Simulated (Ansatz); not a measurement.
Consider the cleavage of the Si–B bond: `B[Si](C)(C)F` + HI → `C[Si](C)(F)I` + BH₃.

Computed with Ansatz on PBE0-D4/def2-TZVP structures; ΔE is electronic, products minus reactants. CBS: MP2 limit from def2 TZ/QZ plus the TZ coupled-cluster correction, frozen cores. This one scheme is used for every species. Functionals use def2-TZVPP. def2 core potentials past Kr. For I outer-core shells are correlated without core-valence functions, which leaves a few kJ/mol of doubt a bond.

CCSD(T)/CBS gives -126.2 kJ/mol.

Task: Another level gave -115.8 kJ/mol. Which?
A. PBE0/def2-TZVPP
B. MP2/def2-TZVPP
C. r2SCAN/def2-TZVPP
D. HF/def2-TZVPP

Result: A. PBE0 -115.8, HF/def2-TZVPP -127.9, r2SCAN -120.9, MP2/def2-TZVPP -135.6 kJ/mol.

Largest T1 diagnostic among the species: 0.011.

From PBE to PBE0 (25 % exact exchange), in def2-TZVPP and without D4, ΔE moves by −6.5 kJ/mol. The D4 term adds −6.2 kJ/mol with B3LYP and −3.2 kJ/mol with PBE0; it sums over pairs of atoms, weighted by their polarisabilities, and B3LYP, whose exchange is more repulsive, gets the larger term.

B3LYP here is the variant with VWN-RPA as its local correlation; programs differ in this.
